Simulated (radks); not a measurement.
The numbers below are computed, except where a source is named.
Trend from Sc4+ to Zn4+: ionisation energy by Delta-SCF between NIST ground configurations, and size. Code: a radial shooting solver on a logarithmic mesh with Libxc functionals. Model: scalar-relativistic Kohn-Sham, PBE, spin-polarised, spherical densities, finite nucleus; open shells are filled with parallel spins first; Fermi nuclear charge, rms radius of each element as measured or else 0.836 A^(1/3) + 0.57 fm.

| species | configuration | configuration of the ion | IE (eV) | NIST (eV) | kind | outermost | <r> outermost (bohr) |
|---|---|---|---|---|---|---|---|
| Sc4+ | [Ne] 3s2 3p5 | [Ne] 3s2 3p4 | 91.835 | 91.95 | semi-emp. | 3p | 1.09 |
| Ti4+ | [Ar] | [Ne] 3s2 3p5 | 99.339 | 99.30 | exp. | 3p | 1.03 |
| V4+ | [Ar] 3d1 | [Ar] | 65.531 | 65.282 | exp. | 3d | 1.08 |
| Cr4+ | [Ar] 3d2 | [Ar] 3d1 | 69.261 | 69.46 | semi-emp. | 3d | 1.02 |
| Mn4+ | [Ar] 3d3 | [Ar] 3d2 | 72.837 | 72.4 | semi-emp. | 3d | 0.961 |
| Fe4+ | [Ar] 3d4 | [Ar] 3d3 | 76.284 | 75.0 | semi-emp. | 3d | 0.913 |
| Co4+ | [Ar] 3d5 | [Ar] 3d4 | 79.621 | 79.5 | semi-emp. | 3d | 0.869 |
| Ni4+ | [Ar] 3d6 | [Ar] 3d5 | 76.482 | 76.1 | semi-emp. | 3d | 0.853 |
| Cu4+ | [Ar] 3d7 | [Ar] 3d6 | 80.220 | 80 | semi-emp. | 3d | 0.814 |
| Zn4+ | [Ar] 3d8 | [Ar] 3d7 | 83.807 | 83 | semi-emp. | 3d | 0.778 |

Reference values: NIST Atomic Spectra Database (exp. = measured, semi-emp. = semi-empirical, theory = theoretical value adopted there). Open shells are spherical and high-spin; term and fine-structure splittings are not resolved.
